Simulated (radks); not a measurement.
The numbers below are computed, except where a source is named.
Question: The mean radii <r> (bohr) of the occupied orbitals of an atom or ion are listed with their occupations. Level of theory: Dirac Kohn-Sham, relativistic LDA (MacDonald-Vosko exchange, VWN5 correlation), spin-unpolarised, spherical densities, finite nucleus; Fermi nuclear charge, rms radius of each element as measured or else 0.836 A^(1/3) + 0.57 fm (a radial shooting solver on a logarithmic mesh with Libxc functionals).

| orbital | occ. | <r> |
|---|---|---|
| 1s1/2 | 2 | 0.04857 |
| 2s1/2 | 2 | 0.2045 |
| 2p1/2 | 2 | 0.1738 |

Name the element and its charge. Open shells, if any, fill j = l - 1/2 first.

Answer: Z = 31, gallium, charge +25: Ga25+ in [He] 2s2 2p2. The 1s radius gives Z: for a bare nucleus <r> = (2 gamma + 1)/(2Z) with gamma = sqrt(1 - (Z/c)^2), 0.04755 bohr for Z = 31, and screening makes it slightly larger (0.04857 here). The occupations add up to 6, and the charge is Z minus that.
